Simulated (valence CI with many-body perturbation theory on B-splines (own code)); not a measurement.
**Ar4+: calculated level list**

Computed by valence CI with perturbative core correlation (CI+MBPT): four valence electrons over a frozen Dirac-Fock core [Ne], a basis of 11 s, 11 p, 9 d, 7 f, 5 g, 2 h, 1 i functions for each j, with the one-electron correlation potential Σ1 (screened to all orders), the two-electron term Σ2, the three-electron term Σ3, Breit, model QED; selected single and double excitations, second order for the rest, scaled by the run's own slope (own B-spline code, finite nucleus).

Set against measurement, 28 paired levels are off by 66 cm⁻¹ on average, the worst by 230. These come from a selection out of Saloman, J. Phys. Chem. Ref. Data 39, 033101 (2010). Levels without a partner in it may be off by more. Among the levels kept, up to 330 cm⁻¹ of a level comes from second order outside the variational space, and about a tenth of that is noise between levels of different J, which matters for small intervals. 3 measured levels below the end of the list, from 252141 cm⁻¹ on, found no clear computed partner, and computed levels of the same name lie up to 13011 cm⁻¹ from them.

Levels 1 to 45 of 71, with energies above the lowest level, 3s2 3p2 3P_0. "Leading %" is the weight of the configuration and term that name the level; weights of strongly mixed levels are sums over their largest components and can fall short. Lifetimes count E1, E2, E3, M1 and M2 decay at the calculated energies, and are blank where another channel may lead or the interval is too uncertain; long ones can be off by a factor of two.

| No. | Configuration | Term | J | E (eV) | Leading % | g | Lifetime | Second component |
| --- | --- | --- | --- | --- | --- | --- | --- | --- |
| 1 | 3s2 3p2 | 3P | 0 | 0.000 | 95 |  |  |  |
| 2 | 3s2 3p2 | 3P | 1 | 0.095 | 95 | 1.501 | 125 s |  |
| 3 | 3s2 3p2 | 3P | 2 | 0.252 | 95 | 1.499 | 36.3 s |  |
| 4 | 3s2 3p2 | 1D | 2 | 2.030 | 95 | 1.002 | 1.34 s |  |
| 5 | 3s2 3p2 | 1S | 0 | 4.720 | 93 |  | 97.9 ms |  |
| 6 | 3s 3p3 | 5S° | 2 | 10.621 | 98 | 2.002 | 7.04 μs |  |
| 7 | 3s 3p3 | 3D° | 1 | 15.072 | 84 | 0.501 | 3.91 ns | 12 % 3s2 3p 3d 3D° |
| 8 | 3s 3p3 | 3D° | 2 | 15.078 | 84 | 1.168 | 3.98 ns | 12 % 3s2 3p 3d 3D° |
| 9 | 3s 3p3 | 3D° | 3 | 15.094 | 85 | 1.334 | 4.09 ns | 12 % 3s2 3p 3d 3D° |
| 10 | 3s 3p3 | 3P° | 2 | 17.578 | 84 | 1.498 | 1.24 ns | 12 % 3s2 3p 3d 3P° |
| 11 | 3s 3p3 | 3P° | 0 | 17.579 | 85 |  | 1.19 ns | 12 % 3s2 3p 3d 3P° |
| 12 | 3s 3p3 | 3P° | 1 | 17.579 | 84 | 1.499 | 1.20 ns | 12 % 3s2 3p 3d 3P° |
| 13 | 3s 3p3 | 1D° | 2 | 19.111 | 48 | 1.002 | 1.16 ns | 47 % 3s2 3p 3d 1D° |
| 14 | 3s2 3p 3d | 3F° | 2 | 23.110 | 95 | 0.666 | 123 ns |  |
| 15 | 3s2 3p 3d | 3F° | 3 | 23.197 | 96 | 1.083 | 142 ns |  |
| 16 | 3s2 3p 3d | 3F° | 4 | 23.319 | 96 | 1.250 |  |  |
| 17 | 3s 3p3 | 3S° | 1 | 23.776 | 86 | 1.925 | 48.8 ps | 6 % 3s 3p3 1P° |
| 18 | 3s 3p3 | 1P° | 1 | 24.249 | 74 | 1.076 | 89.5 ps | 14 % 3s2 3p 3d 1P° |
| 19 | 3s2 3p 3d | 3P° | 2 | 26.977 | 79 | 1.484 | 58.0 ps | 12 % 3s 3p3 3P° |
| 20 | 3s2 3p 3d | 3P° | 1 | 27.065 | 82 | 1.490 | 57.8 ps | 12 % 3s 3p3 3P° |
| 21 | 3s2 3p 3d | 3P° | 0 | 27.109 | 82 |  | 57.8 ps | 12 % 3s 3p3 3P° |
| 22 | 3s2 3p 3d | 1D° | 2 | 27.525 | 46 | 1.013 | 44.9 ps | 45 % 3s 3p3 1D° |
| 23 | 3s2 3p 3d | 3D° | 1 | 27.803 | 81 | 0.510 | 36.9 ps | 12 % 3s 3p3 3D° |
| 24 | 3s2 3p 3d | 3D° | 2 | 27.838 | 81 | 1.171 | 37.2 ps | 12 % 3s 3p3 3D° |
| 25 | 3s2 3p 3d | 3D° | 3 | 27.865 | 82 | 1.334 | 37.3 ps | 12 % 3s 3p3 3D° |
| 26 | 3s2 3p 3d | 1F° | 3 | 30.431 | 94 | 1.000 | 34.2 ps |  |
| 27 | 3s2 3p 3d | 1P° | 1 | 31.392 | 79 | 0.999 | 44.5 ps | 14 % 3s 3p3 1P° |
| 28 | 3p4 | 3P | 2 | 32.771 | 50 | 1.496 | 628 ps | 45 % 3s 3p2 3d 3P |
| 29 | 3p4 | 3P | 1 | 32.915 | 50 | 1.501 | 626 ps | 46 % 3s 3p2 3d 3P |
| 30 | 3p4 | 3P | 0 | 32.976 | 50 |  | 625 ps | 46 % 3s 3p2 3d 3P |
| 31 | 3p4 | 1D | 2 | 33.771 | 59 | 1.005 | 1.01 ns | 35 % 3s 3p2 3d 1D |
| 32 | 3s 3p2 3d | 5F | 1 | 33.976 | 99 | -0.001 | 883 ns |  |
| 33 | 3s 3p2 3d | 5F | 2 | 34.006 | 98 | 1.001 |  |  |
| 34 | 3s 3p2 3d | 5F | 3 | 34.052 | 98 | 1.251 |  |  |
| 35 | 3s 3p2 3d | 5F | 4 | 34.113 | 98 | 1.351 |  |  |
| 36 | 3s 3p2 3d | 5F | 5 | 34.192 | 99 | 1.401 |  |  |
| 37 | 3s 3p2 3d | 5D | 0 | 35.075 | 99 |  | 203 ns |  |
| 38 | 3s 3p2 3d | 5D | 1 | 35.083 | 98 | 1.500 | 123 ns |  |
| 39 | 3s 3p2 3d | 5D | 2 | 35.099 | 98 | 1.499 | 80.0 ns |  |
| 40 | 3s 3p2 3d | 5D | 3 | 35.123 | 98 | 1.499 | 76.1 ns |  |
| 41 | 3s 3p2 3d | 5D | 4 | 35.156 | 98 | 1.499 |  |  |
| 42 | 3s 3p2 3d | 3F | 2 | 36.436 | 90 | 0.666 | 8.98 ns | 7 % 3s2 3d2 3F |
| 43 | 3s 3p2 3d | 3F | 3 | 36.492 | 90 | 1.084 | 9.49 ns | 8 % 3s2 3d2 3F |
| 44 | 3s 3p2 3d | 3F | 4 | 36.570 | 89 | 1.251 | 10.4 ns | 8 % 3s2 3d2 3F |
| 45 | 3s2 3p 4s | 3P° | 0 | 36.665 | 94 |  | 108 ps |  |

Names give the largest LS component (configuration and term), which can be under half, so a name can repeat, a term be missing and a line seem to break the LS rules; names also repeat where a configuration has a term twice.

The ionisation energy to 3s2 3p 2P°_1/2 of the next ion comes out as 74.738 eV (NIST: 74.84 ± 0.17 eV (semi-empirical)). All 71 levels together are meant to be complete up to 43.078 eV.
